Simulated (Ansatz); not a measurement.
Cost and result for the atomization energy of `COB1C[SiH2]1` (12 atoms, 12 bonds).

```xyz
12

C     0.9115    2.0675   -0.0711
O     0.4684    0.9902   -0.8811
B    -0.0881   -0.0997   -0.3666
C    -0.6135   -1.4667   -0.8640
Si   -0.6098   -1.3465    1.0481
H     0.7128    1.8643    0.9837
H     0.3886    2.9732   -0.3826
H     1.9827    2.2035   -0.2290
H     0.0427   -2.1435   -1.4104
H    -1.6214   -1.4713   -1.2846
H    -1.9525   -1.3920    1.6782
H     0.3786   -2.1790    1.7793
```

The species carries charge 0 and has multiplicity 1. The structure was optimised at the PBE0-D4/def2-TZVP level. It is one conformer, not always the lowest. Program: Ansatz. All runs use 4 threads of an Intel Xeon 6975P-C on a shared host. Times are those of one run each, without the atoms' runs, and a repeat can differ threefold. Electronic energies, without spin–orbit coupling; frozen cores. CCSD(T)/CBS adds CCSD(T) − MP2 in def2-TZVPP to the MP2 limit, and its time is that of the two runs behind it. T1 = 0.014. B3LYP takes the VWN-RPA correlation (the form of Gaussian; ORCA's B3LYP/G).

CCSD(T)/CBS is a level of theory with its own doubt, some kJ/mol a heavy atom from the limit and from the frozen cores, so smaller differences don't rank the functionals.

```
                             level  functions  wall time
   PBE-D4/def2-TZVPP (with forces)        264        2 s
                PBE0-D4/def2-TZVPP        264      2.8 s
r2SCAN-D4/def2-TZVPP (with forces)        264      3.7 s
                 B2PLYP/def2-TZVPP        264      3.9 s
 B3LYP-D4/def2-TZVPP (with forces)        264      4.7 s
                ωB97X-V/def2-TZVPP        264        7 s
  ωB97M-V/def2-TZVPP (with forces)        264        8 s
                    MP2/def2-QZVPP        508       24 s
                CCSD(T)/def2-TZVPP        264       64 s
                 CCSD(T)/CBS(def2)          –       88 s
```

Q: What atomization energy does each give, and how far from CCSD(T)/CBS? (Best estimate.)

A: Computed: 
```json
{"level": "PBE-D4/def2-TZVPP (with forces)", "atomization (kJ/mol)": "4568.5", "difference from CCSD(T)/CBS": "103.9", "per bond": "8.7"}
{"level": "PBE0-D4/def2-TZVPP", "atomization (kJ/mol)": "4497.7", "difference from CCSD(T)/CBS": "33.1", "per bond": "2.8"}
{"level": "r2SCAN-D4/def2-TZVPP (with forces)", "atomization (kJ/mol)": "4506.9", "difference from CCSD(T)/CBS": "42.3", "per bond": "3.5"}
{"level": "B2PLYP/def2-TZVPP", "atomization (kJ/mol)": "4432.1", "difference from CCSD(T)/CBS": "-32.5", "per bond": "-2.7"}
{"level": "B3LYP-D4/def2-TZVPP (with forces)", "atomization (kJ/mol)": "4480.6", "difference from CCSD(T)/CBS": "16.0", "per bond": "1.3"}
{"level": "ωB97X-V/def2-TZVPP", "atomization (kJ/mol)": "4491.6", "difference from CCSD(T)/CBS": "27.0", "per bond": "2.3"}
{"level": "ωB97M-V/def2-TZVPP (with forces)", "atomization (kJ/mol)": "4493.5", "difference from CCSD(T)/CBS": "28.9", "per bond": "2.4"}
{"level": "MP2/def2-QZVPP", "atomization (kJ/mol)": "4486.1", "difference from CCSD(T)/CBS": "21.5", "per bond": "1.8"}
{"level": "CCSD(T)/def2-TZVPP", "atomization (kJ/mol)": "4357.3", "difference from CCSD(T)/CBS": "-107.3", "per bond": "-8.9"}
{"level": "CCSD(T)/CBS(def2)", "atomization (kJ/mol)": "4464.6", "difference from CCSD(T)/CBS": "0.0", "per bond": "0.0"}
```

From PBE to PBE0 (25 % exact exchange), in def2-TZVPP and without D4, the atomization energy moves by −67.5 kJ/mol: exact exchange takes away binding that semilocal exchange gives to molecules. The D4 term adds +34.8 kJ/mol with B3LYP and +18.4 kJ/mol with PBE0; it sums over pairs of atoms, weighted by their polarisabilities, and B3LYP, whose exchange is more repulsive, gets the larger term. In def2-TZVPP, CCSD(T) changes the Hartree–Fock value by +1043.9 kJ/mol (the triples alone add +63.7 kJ/mol) and MP2 by +1109.2 kJ/mol; breaking electron pairs costs correlation energy, which Hartree–Fock lacks.
